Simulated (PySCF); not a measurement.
Radial density of B (boron, neutral)

UHF, [He] 2s2 2p1, 2P determinant. All numbers are calculated (PySCF 2.14, the non-relativistic Hamiltonian (point nucleus), in def2-QZVPPD (8s4p4d2f1g, 63 functions)).

```json
{"r (bohr)": "0.00595", "4πr²ρ (e/bohr)": "0.03009", "4πr²(ρα − ρβ)": "0.0000"}
{"r (bohr)": "0.0100", "4πr²ρ (e/bohr)": "0.08180", "4πr²(ρα − ρβ)": "0.0000"}
{"r (bohr)": "0.0168", "4πr²ρ (e/bohr)": "0.2161", "4πr²(ρα − ρβ)": "0.0001"}
{"r (bohr)": "0.0283", "4πr²ρ (e/bohr)": "0.5457", "4πr²(ρα − ρβ)": "0.0002"}
{"r (bohr)": "0.0476", "4πr²ρ (e/bohr)": "1.275", "4πr²(ρα − ρβ)": "0.0004"}
{"r (bohr)": "0.0801", "4πr²ρ (e/bohr)": "2.619", "4πr²(ρα − ρβ)": "0.0010"}
{"r (bohr)": "0.135", "4πr²ρ (e/bohr)": "4.349", "4πr²(ρα − ρβ)": "0.0030"}
{"r (bohr)": "0.226", "4πr²ρ (e/bohr)": "5.090", "4πr²(ρα − ρβ)": "0.0112"}
{"r (bohr)": "0.381", "4πr²ρ (e/bohr)": "3.378", "4πr²(ρα − ρβ)": "0.0461"}
{"r (bohr)": "0.641", "4πr²ρ (e/bohr)": "1.157", "4πr²(ρα − ρβ)": "0.1586"}
{"r (bohr)": "1.08", "4πr²ρ (e/bohr)": "1.182", "4πr²(ρα − ρβ)": "0.3623"}
{"r (bohr)": "1.81", "4πr²ρ (e/bohr)": "1.396", "4πr²(ρα − ρβ)": "0.4182"}
{"r (bohr)": "3.05", "4πr²ρ (e/bohr)": "0.5084", "4πr²(ρα − ρβ)": "0.1804"}
{"r (bohr)": "5.13", "4πr²ρ (e/bohr)": "0.03983", "4πr²(ρα − ρβ)": "0.0198"}
{"r (bohr)": "8.63", "4πr²ρ (e/bohr)": "0.0003342", "4πr²(ρα − ρβ)": "0.0003"}
```
